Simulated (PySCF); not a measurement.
Isomers of C6H9N side by side.

PySCF, CAM-B3LYP/def2-SVPD, density fitting, gas phase; each molecule at its own GFN2-xTB geometry, one conformer. Singlet excitations by full TDDFT with frozen cores and triplets by Tamm–Dancoff TDDFT. 

Torsions of the conformers computed, which needn't be the lowest (atom-mapped SMILES):
- `[H]/[N:1]=[CH:2]/[C@@H:3]1[CH2:4][C:5]12[CH2:6][CH2:7]2`: N1–C2–C3–C4 -148°
- `[CH2:1]=[CH:2][CH2:3]/[CH:4]=[N:5]/[CH:6]=[CH2:7]`: C1–C2–C3–C4 -113°, C2–C3–C4–N5 -110°, C4–N5–C6–C7 -179°
- `[CH3:1]/[CH:2]=[C:3](/[CH3:4])[CH2:5][C:6]#[N:7]`: C2–C3–C5–C6 78°
- `[H]/[N:4]=[C:3](\[C:2]#[CH:1])[CH:5]([CH3:6])[CH3:7]`: C2–C3–C5–C6 -60°

Reference: `C#C[C@]1(C)CCN1`, with HOMO energy -8.06 eV, LUMO energy 1.33 eV, lowest singlet excitation 6.33 eV, lowest triplet excitation 5.39 eV, mean polarisability 74.5 au and dipole moment 0.91 D.

Changes against it:

| molecule | Δ electronic energy (kcal/mol) | Δ HOMO energy (eV) | Δ LUMO energy (eV) | Δ lowest singlet excitation (eV) | Δ lowest triplet excitation (eV) | Δ mean polarisability (au) | Δ dipole moment (D) |
| --- | --- | --- | --- | --- | --- | --- | --- |
| C=CC/C=N/C=C | -22.3 | -0.27 | -1.37 | -1.70 | -1.99 | +14.8 | +0.53 |
| Cc1ccc(C)[nH]1 | -69.5 | +1.28 | -0.05 | -1.03 | -1.24 | +2.5 | +1.06 |
| C/C=C(/C)CC#N | -42.9 | -0.57 | -0.35 | +0.41 | -1.19 | -0.3 | +3.05 |
| [H]/N=C(\C#C)C(C)C | -12.7 | -1.11 | -1.44 | -1.54 | -1.32 | +3.0 | +1.07 |

Rows whose labels were lost:

```json
{"row": "P", "Δ electronic energy (kcal/mol)": "-2.7", "Δ HOMO energy (eV)": "+0.18", "Δ LUMO energy (eV)": "-0.05", "Δ lowest singlet excitation (eV)": "-0.26", "Δ lowest triplet excitation (eV)": "+0.08", "Δ mean polarisability (au)": "+2.5", "Δ dipole moment (D)": "+0.59"}
{"row": "Q", "Δ electronic energy (kcal/mol)": "-12.4", "Δ HOMO energy (eV)": "-0.74", "Δ LUMO energy (eV)": "-0.31", "Δ lowest singlet excitation (eV)": "-1.01", "Δ lowest triplet excitation (eV)": "-0.87", "Δ mean polarisability (au)": "+1.5", "Δ dipole moment (D)": "+1.30"}
```

**Question.** Which row belongs to which of `[H]/N=C/[C@@H]1CC12CC2` and `CC#CC1CNC1`?

**Answer.** P = `CC#CC1CNC1` and Q = `[H]/N=C/[C@@H]1CC12CC2`. P and Q are told apart most clearly by the electronic energy (-2.7 against -12.4 kcal/mol).

**Question.** Which row has the smallest HOMO–LUMO gap and which the largest, and does the HOMO or the LUMO shift more there?

**Answer.** Smallest, counted from the reference: `Cc1ccc(C)[nH]1`, -1.33 eV (HOMO +1.28, LUMO -0.05), the larger shift being that of the HOMO. Largest: Q, +0.43 eV (HOMO -0.74, LUMO -0.31), the larger shift being that of the HOMO.
